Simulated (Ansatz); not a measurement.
CH2O, SMILES `[CH]O` (H–C–O–H torsion 0°) (charge 0, multiplicity 1).

Method: Ansatz (a program for electronic structure) with LDA/cc-pVTZ // PBE0-D3(BJ)/def2-TZVP.

Ansatz 0.2 input:
```yaml
crystal:
  periodic: [false, false, false]
  atoms:
    - { symbol: C, position_ang: [0.619572, 0.552363, -0.008322] }
    - { symbol: O, position_ang: [-0.67234, 0.421551, 0.007296] }
    - { symbol: H, position_ang: [1.059645, -0.480218, -0.012025] }
    - { symbol: H, position_ang: [-1.006879, -0.493695, 0.01305] }
basis:
  gaussian: { orbitals: cc-pVTZ }
hamiltonian:
  xc: lda
```

Output:

```
Functional definition: SPW92
451 factors; their error is unknown
mean field evaluation 1: about -3086.0436 eV, gradient 4.3e1 eV
mean field evaluation 2: about -3079.6271 eV, gradient 7.4e1 eV
mean field evaluation 4: about -3089.5113 eV, gradient 4.7e0 eV
mean field evaluation 8: about -3089.5458 eV, gradient 3.3e-2 eV
mean field -3089.54580234 eV, -113.5387140665 hartree, gradient 2.4e-5 eV, S^2 0.000000; 0 other end points of the search recorded, 0 dependent functions left out
reference -3089.54582567 eV, -113.5387149241 hartree; 8, 8 occupied and 80, 80 virtual orbitals, 451 factors
Total energy: -3089.54582567 eV, -113.5387149241 hartree
```
